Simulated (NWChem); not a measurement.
# C2H3FO2Si; SMILES O[Si@]1(F)C=CO1

```xyz
9

O     -1.2389    -1.4248    -0.0300
Si    -0.0057    -0.3594     0.0839
F      1.3090    -1.2740    -0.0015
C     -0.0057     1.1445     1.1179
C      0.0254     1.7747    -0.0774
O      0.0226     0.8824    -1.1215
H     -2.1347    -1.0805     0.0317
H     -0.0043     1.5648     2.1195
H      0.0508     2.8381    -0.3442
```
Atoms are numbered in this order, from 1.

Results from NWChem. Pople sets run with spherical d functions. Medium grid unless said otherwise, to which SCAN and Minnesota functionals are sensitive. The geometry was optimised at PBE0/def2-SVP.

Task: What does the run give for M05-2X/6-31G*? Quantities: highest occupied level (eV); orbital gap (eV); dipole (D).

Result: 
| Item | Value |
|---|---|
| highest occupied level (eV) | -8.38 |
| orbital gap (eV) | 9.24 |
| dipole (D) | 3.35 |
